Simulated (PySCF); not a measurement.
# Nitrogen: a sound run and one with changed settings

Sound run: N⁺ [He] 2s2 2p2, N²⁺ [He] 2s2 2p1. All numbers are calculated (PySCF 2.14, the non-relativistic Hamiltonian (point nucleus), in aug-cc-pVDZ). The sound run starts from symmetry-adapted Hartree-Fock orbitals and uses a fine grid where one is needed.

Changed run: radial step 0.8 in ln r (0.13 in the sound run). This setting is unsound on purpose.

| species | method | sound run (hartree) | changed run (hartree) | converged |
| --- | --- | --- | --- | --- |
| N⁺ | UHF | -53.88126 | -53.88126 | yes |
| N⁺ | M06-L | -54.04573 | -54.10889 | yes |
| N⁺ | LDA | -53.56872 | -53.58874 | yes |
| N²⁺ | UHF | -52.80727 | -52.80727 | yes |
| N²⁺ | M06-L | -52.94822 | -52.96653 | yes |
| N²⁺ | LDA | -52.46306 | -52.46501 | yes |

Ionisation energy of N⁺:

| method | sound run (eV) | changed run (eV) |
| --- | --- | --- |
| UHF | 29.225 | 29.225 |
| M06-L | 29.865 | 31.085 |
| LDA | 30.087 | 30.578 |

A coarse radial grid mis-integrates the density and the exchange-correlation energy, with errors of either sign; Hartree-Fock needs no grid.

For comparison, NIST gives 29.601 eV between the lowest levels.
